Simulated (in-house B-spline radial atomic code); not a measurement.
# How G0W0 and RPA depend on the start: Cu II (Cu+)

Configuration [Ar] 3d10. Computed with a B-spline radial code for spherical atoms: all electrons, non-relativistic, point nucleus, each spin shell either full or empty, empty states to l = 9 with an (l + 1/2)⁻⁴ tail; G0W0 by contour deformation at full frequency.

| start | mean-field 3d (eV) | G0W0 (eV) | QP weight | RPA correlation (Eh) |
| --- | --- | --- | --- | --- |
| Hartree-Fock | -22.045 | -20.440 | 0.927 | -1.936 |
| LDA VWN5 | -14.104 | -20.303 | 0.756 | -2.1851 |
| PBE | -13.752 | -20.030 | 0.738 | -2.1801 |
| PBE0 | -15.954 | -20.386 | 0.833 | -2.1062 |
| r2SCAN | -13.734 | -19.726 | 0.764 | -2.1373 |
| HSE06 | -15.550 | -20.302 | 0.788 | -2.1132 |
| B3LYP (VWN-RPA) | -15.735 | -20.481 | 0.783 | -2.1238 |
| SCAN | -13.771 | -19.757 | 0.765 | -2.137 |
| TPSS | -13.551 | -19.913 | 0.734 | -2.1663 |
| BHandHLYP | -18.305 | -20.622 | 0.884 | -2.0458 |
| CAM-B3LYP | -17.678 | -21.083 | 0.868 | -2.0919 |
| LC-wPBE | -18.707 | ? | ? | ? |
| wB97X | -18.521 | ? | ? | ? |
| PBEsol | -13.734 | -20.086 | 0.741 | -2.1809 |
| BLYP | -13.814 | -20.159 | 0.733 | -2.1848 |
| r2SCAN0 | -16.012 | -20.149 | 0.846 | -2.0793 |
| LDA exchange-only | -12.711 | -20.187 | 0.667 | -2.1905 |

Question: What G0W0 level, weight and RPA correlation energy follow from the wB97X start?

Answer: G0W0 level -21.216 eV, weight 0.890, RPA correlation -2.0744 hartree.

Question: What G0W0 level, weight and RPA correlation energy follow from the LC-wPBE start?

Answer: G0W0 level -21.444 eV, weight 0.888, RPA correlation -2.0846 hartree.

Question: How much of the dependence on the start does G0W0 remove?

Answer: The mean-field levels span 9.33 eV and the G0W0 levels 1.72 eV. Against 20.292 eV (NIST, measured) the G0W0 removal energies are off by -0.57 to +1.15 eV, with relativity, Breit and QED terms left out.
